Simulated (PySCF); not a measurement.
[OsO(OH)5]+ at several levels of theory

Computed with PySCF 2.14.0 (density fitting, no spin-orbit coupling) at the geometry relaxed with TPSS:

```xyz
12
[OsO(OH)5]+ (singlet)
Os   -0.0703   -0.1222   -0.0290
O     0.2722   -0.7541    1.5276
O    -0.0004   -0.0020   -1.9114
H     0.2821   -0.7400   -2.5015
O     1.7754    0.3689   -0.1583
H     2.2745    0.3259    0.6923
O    -0.2984    1.7920    0.1470
H     0.5269    2.3089   -0.0012
O    -1.9158    0.0911    0.1675
H    -2.2857    1.0087    0.1959
O    -0.2305   -1.9715   -0.5730
H    -0.2433   -2.6298    0.1625
```

| level | basis | state | HOMO (eV) | gap (eV) | charge on Os1 (e) | dipole about the centre of mass (D) | largest force component (eV/Å) |
| --- | --- | --- | --- | --- | --- | --- | --- |
| TPSS | Os def2-SVP with ECP60, O def2-SVP, H def2-SVP | singlet | -13.24 | 1.98 | 1.22 | 1.39 | 0.01 |
| B3LYP | the same | singlet | -14.49 | 3.43 | 1.31 | 1.47 | 0.87 |
| TPSSh | the same | singlet | -13.91 | 2.74 | 1.31 | 1.44 | 0.68 |
| M06-L | the same | singlet | -13.60 | 2.06 | 1.63 | 1.41 | 0.61 |
| TPSS | Os def2-TZVP with ECP60, O def2-TZVP, H def2-TZVP | singlet | -13.26 | 2.04 | 1.39 | 1.31 | 0.25 |
| TPSS | Os x2c-SVPall, O x2c-SVPall, H x2c-SVPall | singlet | -13.31 | 1.89 | 0.63 | 1.38 | 0.65 |

Charges are Mulliken's, which hang on the basis. The relaxation used the grid (50, 194), these runs (75, 302) or, all-electron (x2c bases, spin-free X2C Hamiltonian), (99, 590).

What does revPBE with Os def2-SVP with ECP60, O def2-SVP, H def2-SVP give here?

state singlet, HOMO (eV) -13.07, gap (eV) 1.91, charge on Os1 (e) 1.15, dipole about the centre of mass (D) 1.36, largest force component (eV/Å) 0.35. Time: 7.7 s on 4 threads of Arm Neoverse V2, on a shared host, from an already converged density.

In the first row's basis the gap widens with exact exchange: 1.9 to 2.1 eV for revPBE, TPSS, M06-L (none); 2.7 to 3.4 eV for TPSSh, B3LYP (a fixed share).

No frequency check is given that shows the relaxed geometry to be a minimum. No other spin state of this charge was computed.
